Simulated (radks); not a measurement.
Task: The mean radii <r> (bohr) of the occupied orbitals of an atom or ion are listed with their occupations. Method: non-relativistic Kohn-Sham, TPSS, spin-polarised, spherical densities, point nucleus; meta-GGA in the generalised Kohn-Sham scheme; computed with a radial shooting solver on a logarithmic mesh with Libxc functionals.

| orbital | occ. | <r> |
|---|---|---|
| 1s | 2 | 0.02923 |
| 2s | 2 | 0.1257 |
| 2p | 6 | 0.1071 |
| 3s | 2 | 0.3296 |
| 3p | 6 | 0.3193 |
| 3d | 10 | 0.2881 |

Name the element and its charge. Open shells, if any, are filled with parallel spins first.

Result: Z = 52, tellurium, charge +24: Te24+ in [Ar] 3d10. The 1s radius gives Z: for a bare nucleus <r> = 1.5/Z, 0.02885 bohr for Z = 52, and screening makes it slightly larger (0.02923 here). The occupations add up to 28, and the charge is Z minus that.
